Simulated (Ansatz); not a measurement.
ZrH4, 5 atoms. Hardware: 4 threads of Arm Neoverse V2 on a shared host.

In the def2 sets Zr takes a core potential; there is no spin–orbit coupling. Correlated methods freeze no core orbitals; core or outer-core shells of Zr are correlated, in sets that lack core-valence functions. In CCSD on the charge 1 doublet the largest single amplitude is 0.22, so its Hartree–Fock determinant may place the open shell otherwise than the density functionals do.

Task: How many basis functions does each of these Ansatz runs have, and roughly what does it cost? ωB97X-V/def2-TZVP, charge 0 singlet, energy, from earlier orbitals; PBE-QIDH/def2-TZVP, charge 0 singlet, energy, from earlier orbitals; r2SCAN-D4/def2-TZVP, charge 0 triplet at the geometry of the charge 0 singlet, energy, from earlier orbitals; r2SCAN-D4/def2-TZVP, charge 0 singlet, energy and forces, from earlier orbitals; MP2/def2-TZVP, charge 0 singlet, energy, from earlier orbitals; PBE0-D4/def2-TZVP, charge 0 triplet at the geometry of the charge 0 singlet, energy; CCSD(T)/def2-TZVPP, charge 0 singlet, energy, from earlier orbitals; RPA@PBE/def2-TZVP, charge 0 singlet, energy, from earlier orbitals; PBE-D4/def2-SVP, charge 0 singlet, energy, from earlier orbitals; PBE0-D4/def2-TZVP, charge 0 singlet, energy, from earlier orbitals; CCSD(T)/def2-TZVPP, charge 1 doublet at the geometry of the charge 0 singlet, energy, from earlier orbitals; CAM-B3LYP-D4/def2-TZVP, charge 0 singlet, energy, from earlier orbitals.

Result: Other jobs shared the machine, so times can vary by a factor of up to 3. A dash marks memory too small to be measured apart from the calling script's.

```
                                                                                                         run  functions  fitting or Cholesky vectors  wall time  peak host memory (GiB)
                                              MP2/def2-TZVP, charge 0 singlet, energy, from earlier orbitals         64                          566      0.2 s                       –
                                            PBE-D4/def2-SVP, charge 0 singlet, energy, from earlier orbitals         51                          510     0.25 s                       –
                                          PBE0-D4/def2-TZVP, charge 0 singlet, energy, from earlier orbitals         64                          575     0.45 s                       –
                                     CAM-B3LYP-D4/def2-TZVP, charge 0 singlet, energy, from earlier orbitals         64                          531     0.45 s                       –
                                         PBE-QIDH/def2-TZVP, charge 0 singlet, energy, from earlier orbitals         64                          566      0.5 s                       –
                                          RPA@PBE/def2-TZVP, charge 0 singlet, energy, from earlier orbitals         64                          566     0.55 s                       –
                             r2SCAN-D4/def2-TZVP, charge 0 singlet, energy and forces, from earlier orbitals         64                          497     0.85 s                       –
                                         CCSD(T)/def2-TZVPP, charge 0 singlet, energy, from earlier orbitals        112                          668      1.1 s                       –
r2SCAN-D4/def2-TZVP, charge 0 triplet at the geometry of the charge 0 singlet, energy, from earlier orbitals         64                          497      1.4 s                       –
                                          ωB97X-V/def2-TZVP, charge 0 singlet, energy, from earlier orbitals         64                          528      1.4 s                       –
                         PBE0-D4/def2-TZVP, charge 0 triplet at the geometry of the charge 0 singlet, energy         64                          575      1.6 s                       –
 CCSD(T)/def2-TZVPP, charge 1 doublet at the geometry of the charge 0 singlet, energy, from earlier orbitals        112                          668      8.5 s                    0.99
```
